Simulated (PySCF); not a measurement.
## Assignment exercise: C5H5FO2

Geometry:
| atom | x (Å) | y (Å) | z (Å) |
| --- | --- | --- | --- |
| C1 | -2.237 | 0.316 | 0.059 |
| O2 | -1.217 | -0.050 | 0.974 |
| C3 | 0.018 | -0.112 | 0.462 |
| C4 | 1.232 | -0.411 | 0.971 |
| F5 | 1.665 | -0.761 | 2.176 |
| C6 | 2.015 | -0.227 | -0.304 |
| C7 | 0.618 | 0.116 | -0.874 |
| O8 | 0.217 | 0.432 | -1.956 |
| H9 | -3.162 | 0.317 | 0.631 |
| H10 | -2.056 | 1.311 | -0.355 |
| H11 | -2.308 | -0.404 | -0.760 |
| H12 | 2.477 | -1.120 | -0.723 |
| H13 | 2.732 | 0.594 | -0.318 |

All values are calculated (PySCF 2.14): GIAO PBE0/pcSseg-1 shieldings, geometry: GFN2-xTB. One computed conformer, non-relativistic, no solvent model, fast rotation and ring inversion assumed for equivalent nuclei.

Chemical shifts δ = σref − σ; 13C (σ = 186.93 ppm), 1H (σ = 31.72 ppm) against TMS, all at this level.

(1) Assign these signals to the numbered atoms. 13C{1H} NMR (computed): δ 184.0, 168.7, 136.4, 59.3, 45.7.

(2) Assign these signals to the numbered atoms. 1H NMR (600 MHz, computed): δ 4.10 (s, 3H), 3.05 (m, 2H).

Results:

(1) 
184.0 → C7, ketone carbonyl carbon: the double bond to the heteroatom, with no lone-pair donor beside it, deshields it most
168.7 → C4, β carbon of a C=C–C=O unit: conjugation with the carbonyl draws π density from the β position
136.4 → C3, alkene carbon bearing oxygen: an sp2 carbon further deshielded by the attached heteroatom
59.3 → C1, methyl carbon bonded to O: deshielded by the electronegative neighbour
45.7 → C6, sp3 CH2 α to a carbonyl: α to the electron-withdrawing carbonyl group

(2) 
| δ (ppm) | atoms | environment | reason |
| --- | --- | --- | --- |
| 4.10 | H9/H10/H11 | hydrogen on a methyl carbon bonded to O | its carbon carries O, which withdraws density |
| 3.05 | H12/H13 | hydrogen on an sp3 CH2 α to a carbonyl | α to C=O |

Splittings by 19F in the carbon and heteronuclear signals aren't shown, as no couplings were computed. Shifts are as computed. Against solution values, carbons near 30 ppm lie about +3 ppm off and those near 130 ppm about +5 ppm. Of 1313 compounds with measured shifts, 239 miss one by over three times the rms of a fit or turn the order of signals round; such compounds aren't used in these exercises. Multiplicities follow the n + 1 count of equivalent neighbours, as no J values were calculated; m marks all less simple cases, F and P coupling included.
